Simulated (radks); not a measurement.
The numbers below are computed, except where a source is named.
The scandium ion Sc13+, configuration [He] 2s2 2p4 (the NIST ground configuration). Code: a radial shooting solver on a logarithmic mesh with Libxc functionals. Model: non-relativistic Kohn-Sham, PBE, spin-polarised, spherical densities, point nucleus; open shells are filled with parallel spins first. Some entries of the table are withheld. Estimate them.

orbital,occ.,eigenvalue (eV),<1/r> (bohr^-1)
1s up,1,-4853.752,20.55
1s down,1,-4846.958,20.58
2s up,1,(1),(2)
2s down,1,(3),(4)
2p up,3,(5),4.437
2p down,1,(6),4.411

Answer. 
(1) 2s up eigenvalue (eV): -875.7330
(2) 2s up <1/r> (bohr^-1): 4.499
(3) 2s down eigenvalue (eV): -863.5221
(4) 2s down <1/r> (bohr^-1): 4.466
(5) 2p up eigenvalue (eV): -807.3613
(6) 2p down eigenvalue (eV): -792.9499
